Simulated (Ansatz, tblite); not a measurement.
Spin states of CaCl2⁻, each relaxed with PBE-D4/def2-TZVPD in Ansatz. Electronic energies in the gas phase.

The xTB rows come from tblite. B3LYP takes the VWN-RPA correlation. Correlated methods freeze 15 core orbitals; core or outer-core shells of Ca are correlated, in sets that lack core-valence functions. HOMO above LUMO, or a gap near zero within one spin, warns that the state may not be the lowest or that an electron is smeared out. In the quartet, Cl2 and Cl3 lie 2.65 Å apart (atoms count from 1), so these atoms are partly bonded to each other. The structure comes from a short search, and lower isomers may exist.

Doublet geometry (C2v within 0.1 Å):

```xyz
3

Ca    0.690    0.181    0.303
Cl    0.166   -2.286   -0.005
Cl   -0.856    2.105   -0.298
```

Quartet geometry (C2v within 0.1 Å):

```xyz
3

Ca   -0.420   -0.639    1.396
Cl    1.482    0.300   -0.324
Cl   -1.062    0.339   -1.071
```

⟨S²⟩: doublet 0.75 at PBE0-D4/def2-TZVPD (pure 0.75), quartet 3.76 at PBE0-D4/def2-TZVPD (pure 3.75).

Only these spin states were relaxed.

```tsv
level	quartet − doublet (kJ/mol)	lowest of these	remarks
HF/STO-3G	472.0	doublet	HOMO above zero (doublet), HOMO above zero (quartet)
HF/def2-TZVPPD	441.8	doublet	–
PBE0-D4/def2-TZVPD	459.7	doublet	HOMO above zero (doublet), HOMO above zero (quartet)
RPA@PBE/def2-TZVPD	445.9	doublet	–
MP2/def2-TZVPPD	489.6	doublet	–
CCSD(T)/def2-TZVPPD	476.7	doublet	–
```

**Question.** Estimate the rows for GFN1-xTB, HF/def2-TZVPD, LDA (SPW92)/def2-TZVPD, B3LYP-D4/def2-TZVPD, MP2/def2-TZVPD, CCSD/def2-TZVPPD.

**Answer.** 
```
                 level  quartet − doublet (kJ/mol)  lowest of these                                                                                        remarks
              GFN1-xTB                       859.0          doublet                                                                                              –
         HF/def2-TZVPD                       441.9          doublet                                                                                              –
LDA (SPW92)/def2-TZVPD                       458.1          doublet  HOMO above zero (doublet), HOMO above zero (quartet), gap within one spin near zero (quartet)
   B3LYP-D4/def2-TZVPD                       467.4          doublet                                           HOMO above zero (doublet), HOMO above zero (quartet)
        MP2/def2-TZVPD                       489.2          doublet                                                                                              –
      CCSD/def2-TZVPPD                       479.0          doublet                                                                                              –
```

The xTB methods have no term that favours high spin, so they put low spin too low.
